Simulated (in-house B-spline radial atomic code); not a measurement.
The numbers below are computed, except where a source is named.
## Making a Troullier-Martins p channel for Ag, r_c = 1.25 bohr

Ag, [Kr] 4d10 5s1, non-relativistic LDA (VWN5), spherical and spin-unpolarised, from a B-spline radial code for spherical atoms (atomic units). The all-electron 4p level is ε = -2.086603 hartree, its outermost node lies just inside 0.46 bohr and its outer maximum at 0.89 bohr.

Inside r_c the pseudo-orbital is u(r) = r^2 exp(p(r)), with p = c0 + c2 r² + c4 r⁴ + … + c12 r¹². The seven coefficients follow from p and its first four derivatives at r_c, from zero curvature of the screened potential at the origin, c4 = −c2²/(2l + 5), and from the norm inside r_c. At r_c the all-electron orbital has P = 0.8531862, P' = -1.09621, the screened potential V = -2.767379, V' = 5.969539, V'' = -17.11065, and the norm inside is Q = 0.7676202.

Q: What are p, p' and p'' at r_c?

A: p = ln(P/r_c^2) = ln(0.8531862/1.5625) = -0.60506. p' = P'/P − 2/r_c = -1.28484 − 1.60000 = -2.88484. The radial equation gives p'' = 2(V − ε) − 2(2) p'/r_c − p'² = -1.36155 − (-9.23150) − 8.32232 = -0.45237. Differentiating, p''' = 2V' + 2(2)p'/r_c² − 2(2)p''/r_c − 2p'p'' = 3.3914, and p'''' = 2V'' − 4(2)p'/r_c³ + 4(2)p''/r_c² − 2(2)p'''/r_c − 2p''² − 2p'p''' = -16.416.

For a trial c2 the five matching conditions are linear in c0, c6, c8, c10 and c12, and c2 is varied until the norm inside r_c equals Q. The root nearest zero gives:

| n | c_n |
| --- | --- |
| 0 | 1.063886 |
| 2 | -0.5977541 |
| 4 | -0.05104428 |
| 6 | -1.053173 |
| 8 | 1.087754 |
| 10 | -0.4248441 |
| 12 | 0.06049702 |

Q: Check c4 and p(r_c), and find the screened pseudopotential at the origin.

A: −c2²/7 = -0.0510443, as listed. The terms c_n r_c^n are 1.06389, -0.93399, -0.12462, -4.01754, 6.48352, -3.95667, 0.88035, which sum to -0.60506. Inverting the radial equation, V_l(r) = ε + 2 p'/r + (p'' + p'²)/2, so V_l(0) = ε + (2l + 3) c2 = -2.086603 + 5 × (-0.597754) = -5.0754 hartree, finite where the all-electron potential diverges.

Orbitals and screened potentials:

| r (bohr) | P | u | V all-electron | V pseudo |
| --- | --- | --- | --- | --- |
| 0.125 | 0.1409 | 0.04485 | -230.2 | -5.082 |
| 0.312 | -0.5782 | 0.2658 | -54.89 | -5.294 |
| 0.5 | 0.2495 | 0.6141 | -23.13 | -6.097 |
| 0.688 | 0.935 | 0.9561 | -12.05 | -7.037 |
| 0.875 | 1.134 | 1.117 | -6.956 | -6.627 |
| 1.062 | 1.046 | 1.044 | -4.269 | -4.528 |
| 1.25 | 0.8532 | 0.8532 | -2.767 | -2.767 |

Logarithmic derivatives P'/P at R = 1.55 bohr, for energies E around ε:

```csv
E − ε (hartree),all-electron,pseudo
-0.5,0.20063,0.197047
-0.25,-0.490629,-0.492197
-0.1,-1.09305,-1.09343
0,-1.6303,-1.6303
0.1,-2.34163,-2.34236
0.25,-4.00185,-4.01064
0.5,-12.8054,-13.032
```

Q: With P(R) = 0.5469977 and a norm of 0.9147703 inside R, what slope in energy does norm conservation fix?

A: d(P'/P)/dE = −2 × (norm inside R)/P(R)² = -6.1146 per hartree·bohr at E = ε, for both atoms, since orbital and norm agree at R. Differences over ±0.1 hartree give -6.2429 (all-electron) and -6.2447 (pseudo), which also hold third-order terms. Half a hartree below ε the two curves differ by -0.0036.
